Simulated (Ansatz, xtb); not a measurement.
# Two isomers of C4H5FSe

Structure X: `F[C@@H]1C=CC[Se]1`, a singlet. Structure Y: `F[C@@H]1C=C[Se]C1`, a singlet. Both are isolated molecules in the gas phase, relaxed with PBE0-D3(BJ)/def2-SVP; the shapes shown needn't be the lowest conformers.

X (Å):

```xyz
11

C    -1.0640    0.4834   -1.1694
C     0.2964   -0.0731   -0.8932
C     1.1146   -0.3022   -1.9215
C     0.6170   -0.0522   -3.3050
F    -1.1651    1.7545   -0.6578
Se   -1.2661    0.4418   -3.1179
H    -1.8790   -0.1072   -0.7209
H     0.5965   -0.2106    0.1498
H     2.1409   -0.6565   -1.7798
H     1.1911    0.7457   -3.8034
H     0.6794   -0.9550   -3.9325
```

Y (Å):

```xyz
11

C    -0.7178   -0.2576   -1.8150
C     0.4681   -0.3315   -0.9021
C     1.5043    0.4527   -1.2255
C    -0.2713    0.3146   -3.1544
F    -1.6788    0.5629   -1.2449
Se    1.3374    1.3952   -2.8492
H    -1.1990   -1.2394   -1.9673
H     0.4275   -0.9108    0.0232
H     2.4049    0.5867   -0.6222
H     0.0024   -0.4911   -3.8494
H    -1.0695    0.9253   -3.5959
```

Question: Estimate which is lower in electronic energy at CCSD(T)/def2-SVP + ΔMP2/def2-TZVPP, and by roughly how much.

Answer: Too close to call at this level: CCSD(T)/def2-SVP + ΔMP2/def2-TZVPP gives E(Y) − E(X) = −0.50 kcal/mol.

How the difference moves with the method:

```tsv
level	geometry	E(Y) − E(X) (kcal/mol)	departure from the last row (kcal/mol)	job, with rough time for the two
GFN2-xTB	GFN2-xTB	−0.74	−0.23	optimisation, 0.44 s
HF/STO-3G	GFN2-xTB	−0.20	+0.31	single point, 1.4 s
r2SCAN-D4/def2-SVP	GFN2-xTB	−0.50	0.00	single point, 8.4 s
PBE0-D3(BJ)/def2-SVP	PBE0-D3(BJ)/def2-SVP	−0.66	−0.15	optimisation, 1.8 min
HF/def2-SVP	PBE0-D3(BJ)/def2-SVP	−0.22	+0.29	part of the CCSD(T) run
MP2/def2-SVP	PBE0-D3(BJ)/def2-SVP	−1.04	−0.54	part of the CCSD(T) run
CCSD(T)/def2-SVP	PBE0-D3(BJ)/def2-SVP	−0.90	−0.40	single point
CCSD(T)/def2-SVP + ΔMP2/def2-TZVPP	PBE0-D3(BJ)/def2-SVP	−0.50		single point, 80 s
```

As drawn, both hold the same kinds of bond in the same numbers.

The largest departure from CCSD(T)/def2-SVP + ΔMP2/def2-TZVPP is that of MP2/def2-SVP, 0.54 kcal/mol. The last row adds to CCSD(T) the change of the MP2 difference between the two basis sets, here +0.40 kcal/mol.

With thermal terms from frequencies at re-optimised GFN2-xTB minima (ideal gas, soft modes damped towards free rotors, one conformer each, 298.15 K, 1 atm): the zero-point term adds +0.24 kcal/mol; ΔH is −0.32 and ΔG −0.20 kcal/mol.

The correlated steps freeze 14 core orbitals; the filled d shell of Se is correlated, in a basis made for valence electrons. Run with Ansatz 0.2.0, xtb 6.7.1; the last row on 2 threads of Intel(R) Xeon(R) Processor @ 2.70GHz on a shared host.
